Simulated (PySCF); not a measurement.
Isomers C₈H₉OP:

A. SMILES c1cc2c(cc1)C[PH](=O)C2
B. SMILES C(#CC)P(C)c1ccoc1
C. `CC(=O)c1cccc(C)p1`
D. `InChI=1S/C8H9OP/c1-6-3-8(4-9)7(2)10-5-6/h3-5H,1-2H3`
E. SMILES CC#C[P@@]1(=O)C=CC(C)=C1

Spectrum 1. 1H NMR (300 MHz, computed): δ 6.64 (m, 1H), 6.37 (m, 1H), 5.93 (m, 1H), 2.08 (s, 3H), 2.07 (s, 3H). 13C{1H} NMR (computed): δ 157.6 (C), 148.4 (CH), 140.7 (CH), 131.2 (CH), 101.0 (C), 80.0 (C), 22.2 (CH3), 5.2 (CH3).

Spectrum 2. 1H NMR (300 MHz, computed): δ 10.95 (m, 1H), 9.07 (m, 1H), 8.47 (m, 1H), 3.28 (m, 3H), 2.70 (s, 3H). 13C{1H} NMR (computed): δ 195.1 (CH), 180.3 (C), 171.9 (CH), 147.8 (C), 139.3 (C), 137.2 (CH), 27.4 (CH3), 23.7 (CH3).

Spectrum 3. 1H NMR (300 MHz, computed): δ 7.55 (m, 1H), 7.20 (m, 1H), 6.87 (m, 1H), 2.13 (s, 3H), 1.60 (m, 3H). 13C{1H} NMR (computed): δ 148.0 (CH), 144.6 (CH), 132.7 (C), 121.1 (CH), 108.3 (C), 86.4 (C), 16.6 (CH3), 6.2 (CH3).

Spectrum 4. 1H NMR (300 MHz, computed): δ 7.52 (m, 2H), 7.52 (m, 2H), 7.40 (m, 1H), 3.22 (m, 2H), 3.07 (m, 2H). 13C{1H} NMR (computed): δ 138.8 (C), 133.6 (CH), 133.5 (CH), 37.1 (CH2).

Spectrum 5. 1H NMR (300 MHz, computed): δ 8.15 (m, 1H), 7.86 (m, 1H), 7.69 (m, 1H), 3.01 (m, 3H), 2.64 (s, 3H). 13C{1H} NMR (computed): δ 201.9 (C), 186.4 (C), 176.6 (C), 140.4 (CH), 136.5 (CH), 134.5 (CH), 29.6 (CH3), 26.8 (CH3).

Equivalent nuclei averaged, no solvent model, one computed conformer, relativity neglected. Structure optimised with GFN2-xTB; GIAO PBE0/pcSseg-1 shieldings; PySCF 2.14.0 with density-fitted response routines.

Referencing at the same level of theory: TMS for 1H (σ = 31.72 ppm), 13C (σ = 186.93 ppm). Splittings of carbon signals by F and P are missing where no couplings were computed. Where no couplings were computed, multiplicities follow the n + 1 count of equivalent neighbours, and m marks all less simple cases (inequivalent or close neighbours, rings, F or P nearby). Shifts are as computed. Against solution values, carbons near 30 ppm lie about +3 ppm off and those near 130 ppm about +5 ppm. Of 1211 compounds with measured shifts, 218 miss one by over three times the rms of a fit or turn the order of signals round; such compounds aren't used in these exercises.

Question: Which spectrum belongs to which compound?

Answer: 1–E, 2–D, 3–B, 4–A, 5–C.

- Spectrum 1 (E): 8 13C signals; δC 157.6 is a fully substituted alkene carbon; δC 148.4 is an alkene CH.
- Spectrum 2 (D): 8 13C signals; δC 195.1 is an aldehyde carbonyl carbon; δC 137.2 is an aromatic CH.
- Spectrum 3 (B): 8 13C signals; δC 86.4 is an alkyne carbon; δC 6.2 is a propargylic methyl carbon.
- Spectrum 4 (A): 4 13C signals; δC 133.6 is an aromatic CH; δC 133.5 is an aromatic CH.
- Spectrum 5 (C): 8 13C signals; δC 201.9 is a ketone carbonyl carbon; δC 136.5 is an aromatic CH.
